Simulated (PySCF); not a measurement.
Magnetic shielding above rings: a mixed set.

Definitions: NICS(0) = −σiso at the ring centroid; NICS(1) = −σiso and NICS(1)zz = −σzz at ±1 Å along the ring normal z. Level: GIAO PBE0/pcSseg-1 (PySCF, non-relativistic, gas phase) on the GFN2-xTB geometries, one conformer each. Atom numbers follow the mapped SMILES.

Question: Order these rings by mean NICS(1)zz, lowest (most negative) first (ppm).
A. ring C3–C4–C5–N6–C7–C8 in `[CH3:1][O:2][c:3]1[cH:4][cH:5][n:6][cH:7][cH:8]1`
B. ring C2–C3–C4–P5–C6–P8 in `[F:1][c:2]1[cH:3][cH:4][p:5][c:6]([F:7])[p:8]1`
C. ring C3–C4–N5–N6–C11 in `[N:1]#[C:2][c:3]1[cH:4][n:5][n:6]([CH2:7][CH:8]([F:9])[F:10])[cH:11]1`
D. ring C3–C9–C8–C7–C10 in `[SiH3:1][CH2:2][C@:3]12[CH:4]=[CH:5][C@@H:6]3[C@H:7]([CH:8]=[CH:9]1)[C@H:10]23`
E. ring C4–C5–Si6–O8–C9 in `[CH3:1][C:2](=[O:3])[C@@H:4]1[CH2:5][Si@H:6]([CH3:7])[O:8][C@@H:9]1[CH3:10]`
F. ring C4–C5–C6–C7–C8 in `[O:1]=[CH:2][NH:3][C:4]1=[CH:5][CH2:6][CH:7]=[CH:8]1`
G. ring S1–P2–S3–P4–P5 in `[s:1]1[p:2]2[s:3][p:4]3[p:5]1[p:6]3[s:7]2`

Answer: G (-36.3), C (-29.2), A (-26.9), B (-24.4), F (-11.9), D (-10.0), E (-5.0).

| SMILES | ring | NICS(0) | NICS(1) | NICS(1)zz | HOMA | rms pucker (Å) | ring atoms with four or more neighbours |
| --- | --- | --- | --- | --- | --- | --- | --- |
| s1p2sp3p1p3s2 | 5-membered ring with 3 P and 2 S; bonds drawn aromatic by RDKit's count | -29.3 | -24.1 | -36.3 | – | 0.32 | 0 |
| N#Cc1cnn(CC(F)F)c1 | 5-membered ring with 2 N; formal bonds all aromatic | -13.8 | -11.7 | -29.2 | 0.93 | 0.00 | 0 |
| COc1ccncc1 | 6-membered ring with N; formal bonds all aromatic | -8.3 | -10.9 | -26.9 | 0.99 | 0.00 | 0 |
| Fc1ccpc(F)p1 | 6-membered ring with 2 P; formal bonds all aromatic | -9.4 | -10.4 | -24.4 | 0.86 | 0.00 | 0 |
| O=CNC1=CCC=C1 | 5-membered carbocycle; formal bonds 2 double, 3 single | -4.9 | -5.8 | -11.9 | – | 0.00 | 1 |
| [SiH3]C[C@]12C=C[C@@H]3[C@H](C=C1)[C@@H]32 | 5-membered carbocycle; formal bonds 1 double, 4 single | -8.7 | -7.4 | -10.0 | – | 0.08 | 3 |
| CC(=O)[C@@H]1C[Si@H](C)O[C@@H]1C | 5-membered ring with O and Si; formal bonds all single | -5.7 | -2.8 | -5.0 | – | 0.16 | 4 |

NICS(0) gives another order. The isotropic NICS(1) gives another order. HOMA uses Krygowski's 1993 parameters; it is left out where a ring has a four-coordinate atom, a triple bond, no multiple bond or a kind of bond without parameters. NICS(1) and NICS(1)zz are means over the two faces.
